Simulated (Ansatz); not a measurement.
Cost and result for the atomization energy of `[SiH3]O[SiH](Br)O[SiH3]` (13 atoms, 12 bonds).

```xyz
13

Si    1.218   -1.825   -1.162
O    -0.120   -0.873   -1.274
Si   -0.700    0.609   -1.007
Br    0.948    2.076   -1.290
O    -1.268    0.756    0.496
Si   -0.861    1.103    2.053
H     0.788   -3.221   -1.410
H     2.217   -1.412   -2.176
H     1.808   -1.712    0.196
H    -1.772    0.898   -1.967
H    -0.562    2.550    2.184
H     0.326    0.307    2.454
H    -2.021    0.744    2.902
```

The species carries charge 0 and has multiplicity 1. Correlated methods include outer-core shells of Br, which these sets cover unevenly. Scalar relativity is left out up to krypton. The structure was optimised at the PBE0-D4/def2-TZVP level. It is one conformer, not always the lowest. Program: Ansatz. All runs use 2 threads of an AMD EPYC 7R13 on a shared host and a share of an NVIDIA H100 80 GB. Times are those of one run each, without the atoms' runs, and a repeat can differ threefold. Electronic energies, without spin–orbit coupling; frozen cores. CCSD(T)/CBS adds CCSD(T) − MP2 in def2-TZVPP to the MP2 limit, and its time is that of the two runs behind it. T1 = 0.010. With those shells the extrapolation isn't a true limit. B3LYP takes the VWN-RPA correlation (the form of Gaussian; ORCA's B3LYP/G).

CCSD(T)/CBS is a level of theory with its own doubt, some kJ/mol a heavy atom from the limit and from the frozen cores, so smaller differences don't rank the functionals.

```tsv
level	functions	wall time
PBE0-D4/def2-TZVPP	334	2 s
B3LYP-D4/def2-TZVPP (with forces)	334	2.2 s
r2SCAN-D4/def2-TZVPP (with forces)	334	2.3 s
ωB97X-V/def2-TZVPP	334	2.6 s
PBE-D4/def2-TZVPP (with forces)	334	3.2 s
B2PLYP/def2-TZVPP	334	3.8 s
ωB97M-V/def2-TZVPP (with forces)	334	6 s
MP2/def2-QZVPP	623	9 s
CCSD(T)/def2-TZVPP	334	11 s
CCSD(T)/CBS(def2)	–	20 s
```

**Question.** What atomization energy does each give, and how far from CCSD(T)/CBS? (Best estimate.)

**Answer.** The calculation gave: 
| level | atomization (kcal/mol) | difference from CCSD(T)/CBS | per bond |
| --- | --- | --- | --- |
| PBE0-D4/def2-TZVPP | 1062.2 | -27.4 | -2.3 |
| B3LYP-D4/def2-TZVPP (with forces) | 1076.4 | -13.2 | -1.1 |
| r2SCAN-D4/def2-TZVPP (with forces) | 1081.7 | -7.9 | -0.7 |
| ωB97X-V/def2-TZVPP | 1088.4 | -1.2 | -0.1 |
| PBE-D4/def2-TZVPP (with forces) | 1070.8 | -18.8 | -1.6 |
| B2PLYP/def2-TZVPP | 1066.5 | -23.1 | -1.9 |
| ωB97M-V/def2-TZVPP (with forces) | 1083.1 | -6.5 | -0.5 |
| MP2/def2-QZVPP | 1092.6 | 3.0 | 0.3 |
| CCSD(T)/def2-TZVPP | 1055.8 | -33.8 | -2.8 |
| CCSD(T)/CBS(def2) | 1089.6 | 0.0 | 0.0 |

The D4 term adds +15.1 kcal/mol with B3LYP and +8.1 kcal/mol with PBE0; it sums over pairs of atoms, weighted by their polarisabilities, and B3LYP, whose exchange is more repulsive, gets the larger term. In def2-TZVPP, CCSD(T) changes the Hartree–Fock value by +240.2 kcal/mol (the triples alone add +12.4 kcal/mol) and MP2 by +256.5 kcal/mol; breaking electron pairs costs correlation energy, which Hartree–Fock lacks. From PBE to PBE0 (25 % exact exchange), in def2-TZVPP and without D4, the atomization energy moves by −7.4 kcal/mol: exact exchange takes away binding that semilocal exchange gives to molecules.
